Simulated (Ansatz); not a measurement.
This geometry of FH + GaH3 (6 atoms, charge 0, multiplicity 1) is a first-order saddle point.

The calculation used Ansatz, RKS B3LYP/def2-SVP.

```xyz
6
Properties=species:S:1:pos:R:3
Ga 0.010 -0.150 -0.074
H 0.020 -0.014 1.706
H 1.429 0.161 -0.636
H -1.428 0.096 -0.617
F 0.056 -1.960 0.815
H 0.041 -1.045 1.559
```

(1) Which two structures does it join? (They come from a converged band through this point; their orientation in space is the band's.)

(2) How far does it lie above each of them?

Results:

(1) Bonds broken: Ga1–H2, F5–H6. Bonds formed: Ga1–F5, H2–H6. FH + GaH3 becomes FGaH2 + H2.

Image 0:

```xyz
6
Properties=species:S:1:pos:R:3
Ga 0.003 0.145 0.038
H 0.003 0.558 1.575
H 1.371 0.135 -0.736
H -1.373 0.066 -0.717
F 0.062 -2.008 0.840
H 0.063 -1.808 1.752
```

Image 6:

```xyz
6
Properties=species:S:1:pos:R:3
Ga 0.016 -0.483 -0.404
H 0.018 0.139 2.179
H 1.424 0.160 -0.610
H -1.426 0.089 -0.593
F 0.061 -2.195 0.039
H 0.036 -0.622 2.141
```

(2) 0.34 eV above the first and 0.96 eV above the second. This is the barrier of this one path; another mechanism may lie lower. The orbitals stay closed-shell, which can raise the energy where a bond breaks towards radicals; this wasn't checked here.

Run time: 95 s on 1 thread of Arm Neoverse V1 (shared host), peak memory 0.12 GiB.
